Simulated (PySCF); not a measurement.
Compound: C6H15OPSi.
SMILES with atom numbers: `[CH3:1][CH2:2][Si@H:3]1[CH2:4][CH2:5][P@H:6](=[O:7])[CH2:8][CH2:9]1`

Definitions: NICS(0) = −σiso at the ring centroid; NICS(1) = −σiso and NICS(1)zz = −σzz at ±1 Å along the ring normal z. Level: GIAO PBE0/pcSseg-1 (PySCF, non-relativistic, gas phase) on the GFN2-xTB geometry, one conformer.

Ring bond lengths (Å), with Mayer bond orders in brackets: Si3–C4 1.902 (0.90), C4–C5 1.518 (1.01), C5–P6 1.823 (0.91), P6–C8 1.823 (0.91), C8–C9 1.520 (1.01), C9–Si3 1.903 (0.90).

Question: What do the NICS probes read (ppm)?

Answer: 
| ring | type | NICS(0) | NICS(1), two faces | NICS(1)zz, two faces | rms pucker (Å) | centre to ring atoms, mean (Å) |
| --- | --- | --- | --- | --- | --- | --- |
| Si3–C4–C5–P6–C8–C9 | 6-membered ring with P and Si; formal bonds all single | -2.9 | -3.1 / -1.7 | 3.7 / 4.8 | 0.27 | 1.69 |

Question: What do they say, and how far can they be read as aromaticity?

Answer: 
- Si3–C4–C5–P6–C8–C9: mean NICS(1)zz 4.2 ppm, deshielded. Si3, C4, C5, P6, C8, C9 have four or more neighbours; no verdict on aromaticity is drawn.

Question: Give the inner angles of the rings and the Hirshfeld charges of the ring atoms.

Answer: 
- Si3–C4–C5–P6–C8–C9: Si3 109.3° (+0.366 e), C4 110.8° (-0.161 e), C5 112.8° (-0.112 e), P6 107.9° (+0.406 e), C8 113.0° (-0.111 e), C9 110.8° (-0.160 e); sum 664.7° against 720° for a flat convex ring.

Question: What are the shieldings of the ring atoms and their hydrogens in the same run (means over atoms taken as equivalent)?

Answer: 
```tsv
atoms	environment	σ isotropic (ppm)	principal values of the symmetric part, first atom (ppm)
Si3	SiH silicon	365.2	352.6, 358.6, 384.4
C4 (×2)	sp3 carbon bound to silicon	180.4	172.6, 178.1, 187.2
C5 (×2)	sp3 carbon bound to phosphorus	157.6	142.0, 156.6, 173.7
P6	phosphoryl phosphorus	309.1	225.4, 230.8, 471.1
H on Si3	Si–H hydrogen	27.67	24.8, 26.1, 32.0
H on C4 (×2)	methylene hydrogen	30.54	25.0, 29.1, 37.9
H on C4 (×2)	methylene hydrogen	31.06	26.9, 30.1, 36.1
H on C5 (×2)	methylene hydrogen	29.36	24.2, 27.7, 36.3
H on C5 (×2)	methylene hydrogen	29.89	27.3, 28.5, 33.9
H on P6	P–H hydrogen	24.74	21.2, 25.1, 28.0
```

The run took 52 s wall on one thread of an Intel Xeon 6975P-C, no GPU, shared host, and the process peaked at 1.1 GiB of memory. This is the whole shielding run at PBE0/pcSseg-1, SCF included.
